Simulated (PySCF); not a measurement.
ClHI₂OSi, SMILES O[Si](Cl)(I)I. Geometry optimised at PBE-D3(BJ)/def2-SVP. This is a generated structure with no PubChem entry under its InChIKey; it may be hypothetical. The def2 effective core potentials stand for the cores of I; spin–orbit coupling is left out. Other conformers were not sampled.

Computed equilibrium geometry at PBE-D3(BJ)/def2-SVP (PySCF confirms it by a frequency run) as bond lengths and angles (one conformer of several):
Atoms: O1 Si2 Cl3 I4 I5 H6. Bond lengths (Å): O1–Si2 1.661, O1–H6 0.976, Si2–Cl3 2.073, Si2–I4 2.437, Si2–I5 2.462. Bond angles (°): Si2–O1–H6 114.9, O1–Si2–Cl3 110.8, O1–Si2–I4 105.8, O1–Si2–I5 110.7, Cl3–Si2–I4 110.0, Cl3–Si2–I5 107.9, I4–Si2–I5 111.6.
Charge 0, spin multiplicity 1.
